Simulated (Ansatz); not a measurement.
B, charge -1, triplet (a gas-phase anion, which may not be bound at this level); Ansatz (a quantum-chemistry and plane-wave program) with CCSD(T)/cc-pVTZ.

Here is a job for Ansatz.
Ansatz 0.2 input:
```yaml
crystal:
  periodic: [false, false, false]
  atoms:
    - {symbol: B, position_ang: [0.00000000, 0.00000000, 0.00000000]}
basis:
  gaussian:
    orbitals: cc-pVTZ
total_charge: -1
magnetization: {spin_polarized: true, initial_magnetization: 2}
correlation: {method: ccsd_t}
```

### Question
What does Ansatz print? Leave out banner, timings and long lists.

### Answer

```
Functional definition: HF
175 factors; integrals over basis functions are off by at most 1.5e-4 eV
mean field evaluation 1: about -666.1138 eV, gradient 7.0e0 eV
mean field evaluation 2: about -666.1188 eV, gradient 7.0e0 eV
mean field evaluation 4: about -666.9396 eV, gradient 9.1e-1 eV
mean field evaluation 8: about -666.9519 eV, gradient 6.2e-4 eV
mean field evaluation 16: about -666.9519 eV, gradient 3.4e-2 eV
mean field evaluation 32: about -666.9519 eV, gradient 3.8e-6 eV
mean field evaluation 64: about -666.9519 eV, gradient 1.7e-2 eV
mean field evaluation 96: about -655.7171 eV, gradient 1.9e-3 eV
mean field evaluation 128: about -662.7088 eV, gradient 4.0e0 eV
mean field -666.95192303 eV, -24.5100310952 hartree, gradient 4.2e-6 eV, S^2 2.008821; 6 other end points of the search recorded, 0 dependent functions left out
1 core orbitals not correlated
reference -666.95192303 eV, -24.5100310952 hartree; 3, 1 occupied and 26, 28 virtual orbitals, 175 factors
second order -1.61219524 eV of doubles, -0.00000000 eV of singles
cycle   1  -1.94945179 eV  change   -3.4e-1 eV  update   5.6e-2
cycle   2  -2.10349778 eV  change   -1.5e-1 eV  update   2.3e-2
cycle   3  -2.12108506 eV  change   -1.8e-2 eV  update   6.7e-3
cycle   4  -2.12313670 eV  change   -2.1e-3 eV  update   1.4e-3
cycle   5  -2.12260337 eV  change    5.3e-4 eV  update   2.5e-4
cycle   6  -2.12277227 eV  change   -1.7e-4 eV  update   6.4e-5
cycle   7  -2.12275919 eV  change    1.3e-5 eV  update   1.7e-5
cycle   8  -2.12274752 eV  change    1.2e-5 eV  update   3.4e-6
cycle   9  -2.12275096 eV  change   -3.4e-6 eV  update   7.3e-7
perturbative correction -0.06892220 eV, -0.0025328442 hartree
Total energy: -669.14359620 eV, -24.5905735985 hartree
```
